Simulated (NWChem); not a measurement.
Basis-set dependence for HBCl

SMILES: [BH]Cl
```xyz
3

B      1.1530    -0.4627     0.0000
Cl    -0.4637     0.1207     0.0000
H      2.1185     0.2615     0.0000
```
Charge 0, spin multiplicity 2.

Everything below was run with NWChem. Structure: optimised with UPBE0/def2-SVP, a minimum by its harmonic frequencies.

Hartree-Fock energies in Ha, correlation energies in mHa.

The correlated methods keep 6 core orbitals frozen. The structure started from a generated list of species. The unpaired electrons of the parent sit in orbitals of symmetry a' (Cs labels of the run); other states weren't searched. The stability of the SCF solutions was not checked. Open-shell Hartree-Fock references start from PBE0 orbitals. No row is a measurement; the coupled-cluster row has its own basis-set and correlation limits.

| basis | functions | UHF | UMP2 | SCS-UMP2 | CCSD on ROHF | CCSD[T] on ROHF | CCSD(T) on ROHF | CCSD on UHF | CCSD[T] on UHF | CCSD(T) on UHF | CCSDT on ROHF | URI-MP2 |
|---|---|---|---|---|---|---|---|---|---|---|---|---|
| 3-21G | 24 | -482.37152 | -83.8 | -84.7 | -100.4 | -103.7 | -103.0 | -99.7 | -102.8 | -102.2 | -103.5 | not run |
| cc-pVDZ | 37 | -484.73610 | -197.3 | -194.0 | -223.2 | -229.3 | -228.9 | -221.8 | -227.7 | -227.4 | -229.5 | -197.3 |
| cc-pVTZ | 78 | -484.75767 | -263.7 | -262.6 | -292.1 | -304.7 | -304.4 | not run | not run | not run | not run | -263.7 |
| cc-pVQZ | 144 | -484.76323 | -288.0 | -289.4 | not run | not run | not run | not run | not run | not run | not run | -288.0 |

From cc-pVTZ to cc-pVQZ the Hartree-Fock energy moves by -5.6 mHa and the UMP2 correlation energy by -24.3 mHa, which is 8 % of its value in the larger set.
